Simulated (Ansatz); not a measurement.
A nudged elastic band was laid between two geometries of CH7OPSi2 (12 atoms, charge 0, multiplicity 1).

Theory: RKS r2SCAN/STO-3G in Ansatz 0.2.0.

```
movable images  : 5
climbing image  : yes
spring          : 5.0 eV/Å²
optimiser       : quadratic models (default)
start path      : IDPP
force threshold : 0.05 eV/Å
iteration limit : 42
end points      : relaxed
```

Initial state:

```xyz
12
Properties=species:S:1:pos:R:3
C -0.928 1.231 0.531
Si 0.756 0.578 1.052
P 1.809 -0.549 -0.597
O 0.626 -0.262 -1.960
Si 0.189 -1.803 -1.240
H -1.675 0.431 0.478
H -1.295 1.981 1.242
H -0.879 1.702 -0.458
H 0.597 -0.263 2.224
H 1.580 1.700 1.455
H -1.122 -1.835 -0.621
H 0.418 -2.965 -2.073
```

Final state:

```xyz
12
Properties=species:S:1:pos:R:3
C -1.309 0.163 1.390
Si 0.529 0.372 1.044
P 1.317 -1.279 -0.280
O 2.122 -0.265 -1.569
Si 0.493 -0.587 -2.139
H -1.520 -0.800 1.870
H -1.673 0.951 2.060
H -1.902 0.211 0.470
H 1.226 0.362 2.314
H 0.741 1.675 0.441
H -0.342 0.591 -2.271
H 0.396 -1.451 -3.297
```

Problem. What changes between the two ends?

Solution. No bond is made or broken. The dihedral C1–Si2–P3–Si5 goes from -47 to 76°.

Problem. Give the energies along the band, and the barrier.

Solution. The forces met the threshold. The highest image is number 3 of 0 to 6, 0.8 kcal/mol above the ends, which have the same energy within 2 meV. A vibrational analysis at the climbing image gives no mode beyond 40i cm⁻¹: the surface is too flat there to confirm a saddle point. Limits of this set-up: minimal basis.

```
image  path coordinate (Å)  energy (kcal/mol)  dihedral C1–Si2–P3–Si5 (°)
    0                 0.00                0.0                         -47
    1                 0.86                0.2                         -28
    2                 1.72                0.6                          -6
    3                 2.59                0.8                          16
    4                 3.47                0.7                          37
    5                 4.35                0.2                          57
    6                 5.23                0.0                          76
```

Problem. What is the geometry of the highest image?

Solution. 
```xyz
12
Properties=species:S:1:pos:R:3:forces:R:3
C -1.126 0.672 1.015 0.02 0.00 0.00
Si 0.755 0.607 1.047 -0.01 0.00 0.00
P 1.784 -0.853 -0.337 0.03 0.01 0.01
O 1.433 -0.093 -1.960 -0.02 -0.01 0.01
Si 0.214 -1.333 -1.720 0.01 -0.01 -0.02
H -1.573 -0.310 1.204 0.00 0.00 0.00
H -1.493 1.356 1.790 -0.01 0.00 0.00
H -1.505 1.032 0.052 -0.01 0.01 0.00
H 1.157 0.257 2.395 0.00 0.00 0.00
H 1.254 1.943 0.792 0.00 0.00 0.00
H -1.149 -0.847 -1.650 0.00 0.01 0.00
H 0.326 -2.485 -2.593 -0.01 0.00 0.00
```

The run took 3 min on 1 thread of Arm Neoverse V1, on a shared host, peak memory 0.13 GiB.
